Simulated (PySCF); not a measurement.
C3H9FOSi, SMILES COC[Si@H](C)F.

Coordinates come from a TPSSh-D3(BJ)/def2-SVP optimisation. The structure was generated by enumeration; whether it is a known compound was not checked. One conformer was computed; it need not be the lowest.

The numbers are results of PBE0/def2-TZVP run with PySCF, not measurements.

The molecule is in vacuum.

Computed frontier levels, gap, dipole moment and polarisability:
- highest occupied level: -7.68 eV
- lowest empty level: 0.89 eV
- orbital gap: 8.57 eV
- dipole moment: 2.35 D
- quadrupole, principal values (traceless, Buckingham form, about the centre of nuclear charge): -5.67, -0.74, 6.40 D·Å
- mean static polarisability: 66.5 bohr³ (9.86 Å³)
- polarisability, principal values: 58.0, 65.7, 75.9 bohr³
